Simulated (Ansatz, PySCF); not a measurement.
Reaction (SMILES): C#CB(C)C [ethynyl(dimethyl)borane] + 6 [H][H] (H2) -> B (BH3) + 4 C (CH4)
Geometries: B3LYP-D3(BJ)/def2-TZVP minima from Ansatz (a program for electronic structure).

Property: energy of full hydrogenation (enthalpy at 298 K, with B3LYP-D3(BJ) rigid-rotor harmonic-oscillator terms from PySCF), in kJ/mol. Correlated levels leave the core frozen unless marked. Spin-orbit coupling is left out. Non-relativistic. Basis-set limits of correlation are two-point, X^-3; Hartree-Fock from the larger set.

```csv
level,program,energy of full hydrogenation (kJ/mol)
PBE-D3(BJ)/def2-TZVPD,Ansatz + dftd3,-328.6
BLYP-D3(BJ)/def2-TZVPD,Ansatz + dftd3,-297.0
revPBE-D3(BJ)/def2-TZVPD,Ansatz + dftd3,-305.9
MP2/cc-pVDZ,Ansatz,-341.2
RI-MP2/aug-cc-pVQZ,Ansatz,-319.8
CCSD/aug-cc-pVDZ,Ansatz,-382.6
"CCSD(T)/CBS(cc-pVTZ,cc-pVQZ)",Ansatz,-338.0
```
